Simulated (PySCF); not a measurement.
How methods differ on the ionisation energy of Ag

Ag [Kr] 4d10 5s1 (2S) → Ag+ [Kr] 4d10 (1S), as a difference of total energies. Computed with PySCF 2.14 in cc-pVDZ-PP with ECP28MDF (4s4p3d1f, 38 functions), with scalar relativity through the core potential. Correlated levels: valence: 4s2 4p6 frozen. The calculations carry no spin-orbit coupling.

| method | ionisation energy (eV) |
| --- | --- |
| UHF | 6.356 |
| PBE | 8.012 |
| MP2 (valence) | 7.084 |
| SCS-MP2 (valence) | 6.967 |
| CCSD (valence) | 7.021 |

**Question.** Estimate what CCSD(T) (valence) gives.

**Answer.** 7.073 eV, closest to MP2 (valence) among the rows shown.

**Question.** Estimate what r2SCAN gives.

**Answer.** 7.873 eV, closest to PBE among the rows shown.

Errors of the correlated levels include the incompleteness of this basis and the frozen core.

For comparison: 7.576 eV (measured; NIST Atomic Spectra Database, ionization energies).
